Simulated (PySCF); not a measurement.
BCl₂, doublet, geometry from GFN2-xTB; PBE/STO-3G (PySCF).

The PySCF input:
```python
from pyscf import gto, scf, dft

mol = gto.M(
    atom='''
Cl   -1.48182678   -0.13553318   -0.02688284
B    -0.01475540    0.71386629    0.00326913
Cl    1.48616661   -0.07442749    0.02592133
''',
    basis='sto-3g',
    spin=1,
    verbose=4,
)

mf = dft.UKS(mol)
mf.xc = 'pbe'
mf.conv_tol = 1e-6
mf.kernel()
```

Task: What does PySCF print? Leave out banner, timings and long lists.

Result: 
```
PySCF version 2.14.0

[INPUT] verbose = 4
[INPUT] num. atoms = 3
[INPUT] num. electrons = 39
[INPUT] charge = 0
[INPUT] spin (= nelec alpha-beta = 2S) = 1
[INPUT] symmetry False subgroup None
[INPUT] Mole.unit = angstrom
[INPUT] Symbol           X                Y                Z      unit          X                Y                Z       unit  Magmom
[INPUT]  1 Cl    -1.481826780000  -0.135533180000  -0.026882840000 AA   -2.800246778246  -0.256120590991  -0.050801205051 Bohr   0.0
[INPUT]  2 B     -0.014755400000   0.713866290000   0.003269130000 AA   -0.027883664858   1.349011777659   0.006177760366 Bohr   0.0
[INPUT]  3 Cl     1.486166610000  -0.074427490000   0.025921330000 AA    2.808447868373  -0.140647572239   0.048984214484 Bohr   0.0

nuclear repulsion = 104.566551696887
number of shells = 13
number of NR pGTOs = 69
number of NR cGTOs = 23
basis = sto-3g
ecp = {}

******** <class 'pyscf.dft.uks.UKS'> ********
method = UKS
initial guess = minao
damping factor = 0
level_shift factor = 0
DIIS = <class 'pyscf.scf.diis.CDIIS'>
diis_start_cycle = 1
diis_space = 8
diis_damp = 0
SCF conv_tol = 1e-06
SCF conv_tol_grad = None
SCF max_cycles = 50
direct_scf = True
direct_scf_tol = 1e-13
number electrons alpha = 20  beta = 19
XC library pyscf.dft.libxc version 7.1.2
    S. Lehtola, C. Steigemann, M. J. T. Oliveira, and M. A. L. Marques,  SoftwareX 7, 1–5 (2018)
XC functionals = pbe
    J. P. Perdew, K. Burke, and M. Ernzerhof,  Phys. Rev. Lett. 77, 3865 (1996)
    J. P. Perdew, K. Burke, and M. Ernzerhof,  Phys. Rev. Lett. 78, 1396 (1997)
    J. P. Perdew, K. Burke, and M. Ernzerhof,  Phys. Rev. Lett. 77, 3865 (1996)
    J. P. Perdew, K. Burke, and M. Ernzerhof,  Phys. Rev. Lett. 78, 1396 (1997)
radial grids:
    Treutler-Ahlrichs [JCP 102, 346 (1995); DOI:10.1063/1.469408] (M4) radial grids

becke partition: Becke, JCP 88, 2547 (1988); DOI:10.1063/1.454033
pruning grids: <function nwchem_prune>
grids dens level: 3
symmetrized grids: False
atomic radii adjust function: <function treutler_atomic_radii_adjust>
small_rho_cutoff = 0
Set gradient conv threshold to 0.001
tot grids = 51808
init E= -934.241124030143

cycle= 1 E= -934.407588569222  delta_E= -0.166  |g|= 0.21  |ddm|= 1.82
cycle= 2 E= -934.316770132785  delta_E= 0.0908  |g|= 0.419  |ddm|= 1.03
cycle= 3 E= -934.448979394396  delta_E= -0.132  |g|= 0.0054  |ddm|= 0.639
cycle= 4 E= -934.449014228342  delta_E= -3.48e-05  |g|= 0.00105  |ddm|= 0.0155
cycle= 5 E= -934.449016070534  delta_E= -1.84e-06  |g|= 0.000192  |ddm|= 0.00349
cycle= 6 E= -934.449016145462  delta_E= -7.49e-08  |g|= 7.68e-06  |ddm|= 0.000863
Extra cycle  E= -934.449016145542  delta_E= -7.96e-11  |g|= 7.12e-06  |ddm|= 3.71e-05
converged SCF energy = -934.449016145542  <S^2> = 0.75356602  2S+1 = 2.0035629
```
